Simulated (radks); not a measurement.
Question: The mean radii <r> (bohr) of the occupied orbitals of an atom or ion are listed with their occupations. Calculated with a radial shooting solver on a logarithmic mesh with Libxc functionals: Dirac Kohn-Sham, PBE, spin-unpolarised, spherical densities, point nucleus.

| orbital | occ. | <r> |
|---|---|---|
| 1s1/2 | 2 | 0.02001 |
| 2s1/2 | 2 | 0.08429 |
| 2p1/2 | 2 | 0.07008 |
| 2p3/2 | 4 | 0.07747 |
| 3s1/2 | 2 | 0.2205 |
| 3p1/2 | 2 | 0.2103 |
| 3p3/2 | 4 | 0.2241 |
| 3d3/2 | 4 | 0.1973 |
| 3d5/2 | 6 | 0.2016 |
| 4s1/2 | 2 | 0.4969 |
| 4p1/2 | 2 | 0.5050 |
| 4p3/2 | 4 | 0.5364 |
| 4d3/2 | 4 | 0.5613 |
| 4d5/2 | 6 | 0.5722 |
| 5s1/2 | 2 | 1.156 |
| 5p1/2 | 2 | 1.254 |
| 5p3/2 | 2 | 1.329 |
| 4f5/2 | 6 | 0.6901 |
| 4f7/2 | 5 | 0.6988 |

Name the element and its charge. Open shells, if any, fill j = l - 1/2 first.

Answer: Z = 69, thulium, charge +6: Tm6+ in [Kr] 4d10 4f11 5s2 5p4. The 1s radius gives Z: for a bare nucleus <r> = (2 gamma + 1)/(2Z) with gamma = sqrt(1 - (Z/c)^2), 0.01977 bohr for Z = 69, and screening makes it slightly larger (0.02001 here). The occupations add up to 63, and the charge is Z minus that.
